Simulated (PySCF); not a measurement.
**[Yb(NH3)3]3+: from a saddle point downhill**

PySCF 2.14.0, RKS PBE0, Yb lcecp-1-SVP with ECP59, N def2-SVP, H def2-SVP; non-relativistic Hamiltonian with scalar-relativistic core potentials where named; density fitting; no spin-orbit coupling. Relaxed within the symmetry of its start, the geometry (C3h) is

```xyz
13

Yb    0.0000    0.0000    0.0000
N     2.3502    0.0009    0.0000
H     2.8024   -0.4678    0.8087
H     2.8024   -0.4678   -0.8087
H     2.8027    0.9348    0.0000
N    -1.1759    2.0349    0.0000
H    -0.9961    2.6608    0.8087
H    -0.9961    2.6608   -0.8087
H    -2.2109    1.9598    0.0000
N    -1.1743   -2.0358    0.0000
H    -1.8063   -2.1931    0.8087
H    -1.8063   -2.1931   -0.8087
H    -0.5917   -2.8946    0.0000
```

and its lowest harmonic modes are -41, -40, -38, -38, 81, 81 cm⁻¹ (negative: unstable). It was moved along the lowest mode and relaxed again, within the group C3 that the move left.

(1) Where does it end, and how much lower?

(2) How do the contacts change?

(3) Is the end a minimum?

An lcecp potential fixes the number of 4f electrons, so in runs with it no electron can move into or out of that shell.

State: singlet in the valence, with the 4f electrons in the core potential.

## Answers

(1) In C3, 0.038 eV lower, after 28 steps:
```xyz
13

Yb    0.0000    0.0000    0.6929
N     2.2163    0.0142   -0.0610
H     2.8906   -0.5058    0.5344
H     2.3841   -0.3941   -1.0003
H     2.6589    0.9497   -0.1371
N    -1.1204    1.9123   -0.0610
H    -1.0073    2.7562    0.5344
H    -0.8508    2.2617   -1.0003
H    -2.1520    1.8278   -0.1371
N    -1.0958   -1.9264   -0.0610
H    -1.8833   -2.2504    0.5344
H    -1.5333   -1.8677   -1.0003
H    -0.5070   -2.7776   -0.1371
```

(2) 
```tsv
contact	saddle (Å)	end (Å)
Yb1–N2 (NH3)	2.350	2.341
Yb1–N6 (NH3)	2.350	2.341
Yb1–N10 (NH3)	2.350	2.341
```


(3) Yes; lowest modes 44, 44, 53, 60, 81, 81 cm⁻¹.
